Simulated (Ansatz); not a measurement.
`BN([SiH3])C=C` + `[NH2][SnH3]` → `[SiH3][NH][SnH3]` + `BNC=C` at 500 K and 1 bar (ligand exchange at the Si–N bond).

Program: Ansatz. Geometries: PBE0-D4/def2-TZVP. ΔE: electronic, gas phase. CCSD(T)/CBS adds triple-zeta CCSD(T) − MP2 to the extrapolated MP2 energy (def2 sets, frozen cores). def2 core potentials past Kr. For Sn outer-core shells are correlated without core-valence functions, which leaves a few kJ/mol of doubt a bond. Each species was taken in one conformer, which may not be the lowest.

```csv
species,CCSD(T)/CBS energy (Eh),H − E (kJ/mol),S (J/(mol·K))
`BN([SiH3])C=C`,-449.51164,303.2,404.4
`[NH2][SnH3]`,-271.71442,151.0,334.3
`[SiH3][NH][SnH3]`,-562.01692,205.6,426.2
`BNC=C`,-159.21916,249.9,334.7
```

H − E and S are ideal-gas, rigid-rotor, harmonic terms from PBE0-D4/def2-TZVP, for one conformer and one mirror image of each species. 1 Eh = 2625.50 kJ/mol, R = 8.31446 J/(mol·K).

By hand: ΔE, ΔH, ΔS and ΔG.

ΔE = (-562.01692) + (-159.21916) − (-449.51164) − (-271.71442) = -0.01002 Eh = -26.3 kJ/mol. Δ(H − E) = 205.6 + 249.9 − 303.2 − 151.0 = 1.3, so ΔH = -25.0 kJ/mol. ΔS = 426.2 + 334.7 − 404.4 − 334.3 = 22.2 J/(mol·K). ΔG = -25.0 − 500 × (22.2)/1000 = -36.1 kJ/mol.

By hand: the equilibrium constant, and the temperature at which ΔG would vanish if ΔH and ΔS stayed fixed.

log₁₀ K = −ΔG/(RT ln 10) = 3.8. ΔH and −TΔS have one sign here, so there is no such temperature.

TΔS isn't small against ΔH here. A doubt of 5 kJ/mol in ΔE shifts log₁₀ K by 0.5 here. Other conformers and mirror images would add mixing entropy, several J/(mol·K) or more a flexible species. Modes under 60 cm⁻¹, often nearly free rotors, make the harmonic entropy too high. These are equilibria of isolated gas molecules and say nothing of rates. Largest T1 diagnostic: 0.013 (customary marks: 0.02 for closed shells, 0.045 for open ones).
